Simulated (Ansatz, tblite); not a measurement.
Forces on Sn₂Te₃ at its PBE0-D4/def2-SVP geometry. Charge 0, multiplicity 1.

In the def2 sets Sn, Te take a core potential; there is no spin–orbit coupling. The xTB rows come from tblite. Another isomer (singlet) lies 1.18 eV lower at PBE0-D4/def2-TZVP; other spin states weren't run for this one.

GFN1-xTB (tblite), largest force 1.89 eV/Å:

```xyz
5
positions Å, forces eV/Å
Sn    1.715    1.461   -0.599   -0.247   -0.975    0.414
Sn   -1.030    0.631   -0.286    1.837   -0.383    0.193
Te   -3.337   -0.377    0.109   -0.472   -0.302    0.122
Te    1.346   -1.401   -0.880   -0.570    1.139    0.356
Te    1.306   -0.314    1.657   -0.548    0.521   -1.085
```

GFN2-xTB (tblite), largest force 1.41 eV/Å:

```
Sn -0.143 -1.287 0.549
Sn 0.632 0.179 -0.067
Te -0.174 -0.310 0.130
Te -0.166 0.922 0.191
Te -0.150 0.496 -0.804
```

PBE-D4/def2-TZVP (Ansatz), largest force 0.24 eV/Å:

```
Sn 0.088 0.100 -0.041
Sn 0.072 0.148 -0.062
Te -0.209 -0.112 0.045
Te 0.026 -0.096 -0.035
Te 0.024 -0.041 0.094
```
